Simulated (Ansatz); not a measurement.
A made-up structure of CH3Se (charge -1), closed shell:

```xyz
5
angstrom
C -0.3329 -0.6316 0.1233
Se 0.5410 0.9807 -0.1925
H -0.5160 -1.0197 1.2122
H -0.5875 -1.3656 -0.7520
H 0.8955 2.0362 -0.3911
```

It is relaxed with PBE-D4/def2-SVPD and then PBE0-D4/def2-TZVPD (Ansatz 0.2.0). Atoms count as bonded within 1.22 times the sum of their covalent radii (H–H: 0.88 Å). The end point is not checked to be a true minimum.

Problem. Does its bonding change? (Judge from chemistry; the calculation decides.)

Solution. The calculation gives: No: no bond forms or breaks.

Where it ends: The first stage lowers the energy by 5.70 eV in 10 steps. It ends as CH₃Se ([CH2][SeH]), total charge -1:
C1  (-0.064, -0.848, 0.152)
Se2  (1.110, 0.611, -0.148)
H3  (-0.657, -0.687, 1.059)
H4  (-0.722, -0.998, -0.712)
H5  (0.334, 1.922, -0.351)
(Å)

Labels in which every atom is bracketed show which atoms are joined, not bond orders.

For scale, one of the runs: PBE0-D4/def2-TZVPD relaxation, 121 basis functions, launched by `ansatz run in.yaml --threads 2 --pin off --events-out ev --progress --plain --max-ram 4352MiB`. The run took about 15 s on 2 CPU threads of an Arm Neoverse V1 (shared host).
